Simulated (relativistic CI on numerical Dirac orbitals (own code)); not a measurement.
**Ir4+: 5d valence photoemission**

Computed with this model: Dirac-Coulomb-Breit CI, orbitals from a KLI potential per configuration, a model potential for QED, valence Slater integrals scaled by 0.8, multiplet model of photoemission in the sudden approximation; configurations [Xe] 4f14 5d5 → [Xe] 4f14 5d4; 300 K; Lorentzian 0.21 eV and Gaussian 0.5 eV FWHM. Energies are those of the free ion, without screening or charge transfer. The energies are binding energies and can lie tens of eV above those of solids. S is read from ⟨S²⟩ = S(S + 1).

Field parameters in Wybourne normalisation: Oh B⁴₀ = 21Dq, B⁴₄ = √(5/14) B⁴₀. The field is a parameter set, without covalency.

Computed curve for free ion, scaled to 100 at the maximum (points under 2 are left out and the grid is thinned):

Energy (eV), Intensity and a bar:
```
     55.8        2.6 
     55.9        3.7 
     56.0        5.4 #
     56.1        7.9 ##
     56.2       10.8 ###
     56.3       13.5 ###
     56.4       15.3 ####
     56.5       16.2 ####
     56.6       17.0 #####
     56.7       19.0 #####
     56.8       22.9 ######
     56.9       28.0 ########
     57.0       32.8 #########
     57.1       35.9 ##########
     57.2       37.9 ###########
     57.3       40.6 ############
     57.4       45.6 #############
     57.5       52.9 ################
     57.6       61.0 ##################
     57.7       69.2 #####################
     57.8       77.7 #######################
     57.9       87.1 ##########################
     58.0       95.7 #############################
     58.1      100.0 ##############################
     58.2       96.7 #############################
     58.3       85.0 #########################
     58.4       67.5 ####################
     58.5       48.6 ##############
     58.6       32.7 #########
     58.7       21.5 ######
     58.8       15.1 ####
     58.9       12.3 ###
     59.0       11.5 ###
     59.1       11.3 ###
     59.2       10.8 ###
     59.3        9.6 ##
     59.4        7.9 ##
     59.5        6.2 #
     59.6        4.7 #
     59.7        3.8 #
     59.8        3.1 
     59.9        2.6 
     60.0        2.2 
     60.7        2.1 
     60.8        2.2 
     60.9        2.1
```

The ground state has S = 2.36, and the centroid lies at 57.87 eV.
